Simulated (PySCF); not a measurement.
octafluorocyclopentene (C5F8), SMILES C1(C(F)=C(F)C(F)(F)C1(F)F)(F)F.

Geometry: B3LYP-D3(BJ)/def2-SVP. One conformer was computed; it need not be the lowest.

Computed with PySCF with ωB97X/def2-SVP.

Isolated molecule, no solvent.

Computed frontier levels, gap, dipole moment and polarisability:
| Property | Result |
|---|---|
| highest occupied level | -11.35 eV |
| lowest empty level | 0.87 eV |
| orbital gap | 12.22 eV |
| dipole moment | 1.01 D |
| quadrupole, principal values (traceless, Buckingham form, about the centre of nuclear charge) | -2.12, 0.68, 1.44 D·Å |
| mean static polarisability | 48.4 bohr³ (7.18 Å³) |
| polarisability, principal values | 39.7, 48.1, 57.6 bohr³ |
